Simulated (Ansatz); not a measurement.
Coupled-cluster run, CH₄AlClGe.

```yaml
crystal:
  periodic: [false, false, false]
  atoms:
    - {symbol: Cl, position_ang: [-1.258617, -0.989465, -1.568360]}
    - {symbol: Ge, position_ang: [0.079147, 1.197997, -1.214365]}
    - {symbol: C, position_ang: [1.126975, 0.014547, 0.068414]}
    - {symbol: Al, position_ang: [-0.651260, -0.543219, 0.535335]}
    - {symbol: H, position_ang: [-1.102142, 1.231289, 0.052037]}
    - {symbol: H, position_ang: [1.645408, 0.641508, 0.801361]}
    - {symbol: H, position_ang: [1.836048, -0.626808, -0.451628]}
    - {symbol: H, position_ang: [-1.583258, -0.983049, 1.721307]}
basis:
  gaussian: {orbitals: def2-SVP}
correlation: {method: ccsd_t}
```

```sh
$ ansatz run in.yaml --threads 4 --pin off --events-out ev --progress --plain
```

Output of Ansatz, abridged:

```
Functional definition: HF
986 factors; integrals over basis functions are off by at most 1.0e-3 eV
mean field evaluation 1: about -76638.2881 eV, gradient 2.8e1 eV
mean field evaluation 2: about -76638.3190 eV, gradient 2.8e1 eV
mean field evaluation 4: about -76640.8462 eV, gradient 2.7e0 eV
mean field evaluation 8: about -76640.8890 eV, gradient 5.6e-4 eV
mean field -76640.88895351 eV, -2816.5007199810 hartree, gradient 2.1e-6 eV, S^2 0.000000; 0 other end points of the search recorded, 0 dependent functions left out
20 core orbitals not correlated: weight in the atoms' cores, before any rotation towards them, 1.000 or more for the frozen orbitals, at most 0.000 for the correlated occupied ones
reference -76640.88895351 eV, -2816.5007199810 hartree; 16, 16 occupied and 66, 66 virtual orbitals, 986 factors
second order -15.17189613 eV of doubles, -0.00000000 eV of singles
cycle   1  -15.64115902 eV  change   -4.7e-1 eV  update   9.7e-2
cycle   2  -16.13550739 eV  change   -4.9e-1 eV  update   3.1e-2
cycle   3  -16.19743973 eV  change   -6.2e-2 eV  update   1.4e-2
cycle   4  -16.19156162 eV  change    5.9e-3 eV  update   4.0e-3
cycle   5  -16.19156136 eV  change    2.6e-7 eV  update   1.6e-3
cycle   6  -16.19097932 eV  change    5.8e-4 eV  update   5.9e-4
cycle   7  -16.19103351 eV  change   -5.4e-5 eV  update   2.2e-4
cycle   8  -16.19107369 eV  change   -4.0e-5 eV  update   8.3e-5
cycle   9  -16.19106223 eV  change    1.1e-5 eV  update   3.2e-5
perturbative correction -0.50548018 eV, -0.0185760539 hartree
Total energy: -76657.58549592 eV, -2817.1143065972 hartree
```

It took 2 s on 4 threads of a server CPU on a shared host, with 0.42 GiB of host memory at the peak.

MP2 recovers 90.9 % of the CCSD(T) correlation energy and the triples give 3.0 %; T1 = 0.0121.
